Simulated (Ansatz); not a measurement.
Input for Ansatz (a quantum-chemistry and plane-wave program): R-wB97X-V/def2-TZVPP on C3H9B (SMILES CB(C)C), a point of a torsion scan.

Ansatz 0.2 input:
```yaml
crystal:
  periodic: [false, false, false]
  atoms:
    - {symbol: C, position_ang: [-0.20036260, 1.56395144, 0.06606766]}
    - {symbol: B, position_ang: [0.12537221, 0.02291292, 0.15377333]}
    - {symbol: C, position_ang: [1.29667244, -0.48922855, 1.07788281]}
    - {symbol: C, position_ang: [-0.73447823, -1.00568165, -0.67871993]}
    - {symbol: H, position_ang: [0.51354535, 2.03262266, -0.61275547]}
    - {symbol: H, position_ang: [-0.08503273, 2.07411234, 1.02036762]}
    - {symbol: H, position_ang: [-1.19229391, 1.78625377, -0.32056793]}
    - {symbol: H, position_ang: [1.92788257, 0.30090639, 1.47764786]}
    - {symbol: H, position_ang: [1.93725966, -1.20631964, 0.56707966]}
    - {symbol: H, position_ang: [0.87413905, -1.02450348, 1.92887437]}
    - {symbol: H, position_ang: [-0.84906271, -0.68781315, -1.71397915]}
    - {symbol: H, position_ang: [-0.34200490, -2.01971094, -0.68124399]}
    - {symbol: H, position_ang: [-1.74499530, -1.05075945, -0.27167542]}
basis:
  gaussian:
    orbitals: def2-TZVPP
hamiltonian:
  xc: {name: wB97X-V}
scf: {lower_state_search: off}
```

Output:

```
WARN ansatz: RAYON_NUM_THREADS=1 ignored (pool sized by the plan → 1); use --threads N
Functional definition: wB97X-V
these checks for a lower state are left out or cut short: stability, starts, cluster_reference, orbital_swaps, neighbouring_geometries, increment
integrals: 0.19 GiB planned
1240 factors; their error is unknown
integrals: 0.23 GiB planned
352 factors; integrals over basis functions are off by at most 1.1e-5 eV
mean field: 1.74 GiB planned
mean field evaluation 1: about -3928.8842 eV, gradient 5.4e1 eV
mean field evaluation 2: about -3932.5064 eV, gradient 3.5e1 eV
mean field evaluation 4: about -3935.2158 eV, gradient 5.5e-1 eV
mean field evaluation 8: about -3935.2040 eV, gradient 5.4e-1 eV
mean field evaluation 16: about -3935.2044 eV, gradient 8.1e-6 eV
mean field -3935.20438960 eV, -144.6160939404 hartree, gradient 8.0e-6 eV, S^2 0.000000; 0 other end points of the search recorded, 0 dependent functions left out
reference -3935.20438751 eV, -144.6160938636 hartree; 16, 16 occupied and 234, 234 virtual orbitals, 1240 factors
Total energy: -3935.20438751 eV, -144.6160938636 hartree
Checks for a lower state left out: stability, starts, cluster_reference, orbital_swaps, neighbouring_geometries, increment
```

The run converged.

Cost: around 6 core-seconds (rough).
